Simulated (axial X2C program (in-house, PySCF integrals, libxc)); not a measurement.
Which molecule has these constants?

Calculated with an axial X2C code built on PySCF integrals, spin-free (one-electron X2C) or two-component (2c: spin–orbit coupling with atomic mean-field Coulomb and Gaunt terms, which also bring small scalar terms), in Dyall basis sets with cores contracted in-house; open shells are unrestricted.

A two-component CCSD(T) calculation in a Dyall 3-zeta basis gave Re = 0.974 Å, ωe = 3713.8 cm⁻¹, De = 4.52 eV, Ω = 3/2.

**Question.** Which molecule is it?
A. OH
B. SeH
C. TeH

**Answer.** A. The others have SeH 1.470 Å and 2405.9 cm⁻¹ (Ω = 3/2); TeH 1.667 Å and 2109.6 cm⁻¹ (Ω = 3/2).

Frozen shells (counts by l): OH O 1s, H none, 7 electrons correlated; SeH Se 3s2p1d, H none, 7 electrons correlated; TeH Te 4s3p2d, H none, 7 electrons correlated. Coupled cluster in natural virtuals with an MP2 remainder. Where the outer core of a metal is frozen, bonds come out longer and ionisation energies lower.

Each entry is the lowest single determinant of a limited PBE0 search at one distance. De goes to single-determinant-based atoms at the same level (for ions the charge split of lowest energy) and is withheld (n/a) where an atom does not fit its ground term or J level. Main or longest-lived isotopes.
